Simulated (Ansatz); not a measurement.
`[Cl][Ga-]1([Cl])[O]C=CC=[O+]1` + NH₃ → `N/C=C/C=O` + `[OH][Ga]([Cl])[Cl]` at 400 K and 1 bar (substitution at a C–O bond).

Computed with Ansatz on PBE0-D4/def2-TZVP structures; ΔE is electronic, products minus reactants. CCSD(T)/CBS adds triple-zeta CCSD(T) − MP2 to the extrapolated MP2 energy (def2 sets, frozen cores). This one scheme is used for every species. For Ga outer-core shells are correlated without core-valence functions, which leaves a few kJ/mol of doubt a bond. Scalar relativity is left out up to krypton. Each species was taken in one conformer, which may not be the lowest.

| species | CCSD(T)/CBS energy (Eh) | H − E (kJ/mol) | S (J/(mol·K)) |
| --- | --- | --- | --- |
| `[Cl][Ga-]1([Cl])[O]C=CC=[O+]1` | -3109.96110 | 201.8 | 445.4 |
| NH₃ | -56.50880 | 104.2 | 203.1 |
| `N/C=C/C=O` | -247.01199 | 235.3 | 351.9 |
| `[OH][Ga]([Cl])[Cl]` | -2919.41483 | 69.2 | 359.8 |

H − E and S are ideal-gas, rigid-rotor, harmonic terms from PBE0-D4/def2-TZVP, for one conformer and one mirror image of each species. 1 Eh = 2625.50 kJ/mol, R = 8.31446 J/(mol·K).

Q: By hand: ΔE, ΔH, ΔS and ΔG.

A: ΔE = (-247.01199) + (-2919.41483) − (-3109.96110) − (-56.50880) = 0.04308 Eh = 113.1 kJ/mol. Δ(H − E) = 235.3 + 69.2 − 201.8 − 104.2 = -1.5, so ΔH = 111.6 kJ/mol. ΔS = 351.9 + 359.8 − 445.4 − 203.1 = 63.2 J/(mol·K). ΔG = 111.6 − 400 × (63.2)/1000 = 86.3 kJ/mol.

Q: By hand: the equilibrium constant, and the temperature at which ΔG would vanish if ΔH and ΔS stayed fixed.

A: log₁₀ K = −ΔG/(RT ln 10) = -11.3. ΔG = 0 at ΔH/ΔS = 1766 K.

ΔH outweighs TΔS. A doubt of 5 kJ/mol in ΔE shifts log₁₀ K by 0.7 here. Other conformers and mirror images would add mixing entropy, several J/(mol·K) or more a flexible species. Modes under 60 cm⁻¹, often nearly free rotors, make the harmonic entropy too high. These are equilibria of isolated gas molecules and say nothing of rates. Largest T1 diagnostic: 0.016 (customary marks: 0.02 for closed shells, 0.045 for open ones).
